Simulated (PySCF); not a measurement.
Species: C₆H₁₁O₂ (doublet state).
Cartesian coordinates in Å at the GFN2-xTB level; atoms count from 1:
```xyz
19
C6H11O2 angstrom
C     -2.3962   -1.6091    0.1504
C     -1.6723   -0.4604   -0.0268
C     -2.1539    0.8499    0.5303
C     -0.4754   -0.4647   -0.7251
O      0.2407    0.6901   -0.8836
C      1.4424    0.5606   -1.5881
O      2.3549   -0.2971   -0.9881
C      2.8433    0.1638    0.2561
H     -3.3256   -1.6034    0.6875
H     -2.0549   -2.5502   -0.2397
H     -2.2174    1.5911   -0.2635
H     -3.1297    0.7371    0.9932
H     -1.4497    1.2238    1.2715
H     -0.0555   -1.3635   -1.1522
H      1.8387    1.5853   -1.6670
H      1.2665    0.1457   -2.5916
H      3.5216   -0.6049    0.6176
H      2.0299    0.3054    0.9734
H      3.3826    1.1096    0.1338
```

The hyperfine couplings belong to this conformer and change with its torsions.

Identity: `C=C(C)[CH]OCOC` [radical].

Computed with PySCF 2.14.0, UKS B3LYP, pcH-1 on C H O, non-relativistic, mean-field spin-orbit, GIAO. Geometry: GFN2-xTB, one conformer, isolated molecule. The geometry wasn't refined by DFT: couplings that depend on bond lengths, twists or pyramidal angles can differ widely from those at the functional's own minimum. Stability of the SCF solution: not tested. ⟨S²⟩ is 0.774 where a pure state has 0.75.

**Question.** Give the principal g shifts and their parts.

**Answer.** 
```json
{"Δg (ppm)": "relativistic mass correction", "1": "-173", "2": "-173", "3": "-173"}
{"Δg (ppm)": "gauge correction", "1": "-1", "2": "45", "3": "37"}
{"Δg (ppm)": "orbital Zeeman/spin–orbit", "1": "63", "2": "917", "3": "1648"}
{"Δg (ppm)": "total", "1": "-111", "2": "788", "3": "1511"}
```

So g = 2.00221, 2.00311, 2.00383 and g_iso = 2.00305; the tensor is rhombic: the two nearest values differ by 45 % of g3 − g1. Axes: g2 points within 15° of the C4–O5 bond.

**Question.** What are the electron Larmor frequencies g μB B/h along the three axes at 340 mT?

**Answer.** 9.5280, 9.5322, 9.5357 GHz for g1, g2 and g3, a range of 7.7 MHz.

**Question.** At 9.575 GHz, how far is the centre of the isotropic spectrum from where a free electron (g = 2.002319) resonates?

**Answer.** B = hν/(g μB) with μB/h = 13.99624 MHz/mT gives 341.66 mT for the free electron and 341.54 mT at g_iso, 0.12 mT lower.

**Question.** Average each term over the three axes. Which is largest in size?

**Answer.** The orbital-Zeeman/spin–orbit term 876, the mass correction -173 and the gauge correction 27 ppm, for a total of 729 ppm. The orbital-Zeeman/spin–orbit term is the largest in size. The mass correction is the same along every axis, so the anisotropy comes from the other two: their spans along these axes are 46 (gauge) and 1585 ppm (orbital Zeeman/spin–orbit).

**Question.** In a frozen sample, at which fields do the three g values resonate at 9.5, 34, 94 and 263 GHz (hyperfine left aside), and which band first spreads them over more than twice a line width of 0.5 mT?

**Answer.** 
| band | GHz | B(g3) mT | B(g2) mT | B(g1) mT | spread mT |
| --- | --- | --- | --- | --- | --- |
| X | 9.5 | 338.73 | 338.85 | 339.00 | 0.27 |
| Q | 34.0 | 1212.29 | 1212.73 | 1213.27 | 0.98 |
| W | 94.0 | 3351.62 | 3352.83 | 3354.34 | 2.72 |
| J | 263.0 | 9377.42 | 9380.80 | 9385.02 | 7.60 |

The spread grows in proportion to the frequency. W band is the first where it exceeds 1.0 mT.

The Mulliken spin populations are largest on C1 (+0.63), C4 (+0.61), C2 (-0.24) and O5 (+0.07). The positive populations add up to 1.35 and the negative ones to -0.35, together 2S = 1. The angles at C1 add up to 360.0°, so it is planar.

The HOMO–LUMO gaps are 5.70 eV among the α and 5.45 eV among the β orbitals.

Time: 87 s wall (grids of density and orbitals included); peak memory 0.97 GiB. Hardware: one thread of an Arm Neoverse V1, no GPU, on a shared host.
